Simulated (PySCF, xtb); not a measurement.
C₅H₉N, SMILES C=CN=C(C)C.

GFN2-xTB (xtb) at its own geometry gives an orbital gap of 3.30 eV and a dipole moment of 2.13 D.

Coordinates come from a B3LYP-D3(BJ)/def2-SVP optimisation. One conformer was computed; it need not be the lowest.

Question: What does PBE/def2-TZVP (PySCF) give? (An estimate is asked for; the answer gives what the named calculation found.)

Answer: gap 3.78 eV (levels -5.21 and -1.43 eV), dipole 1.92 D.
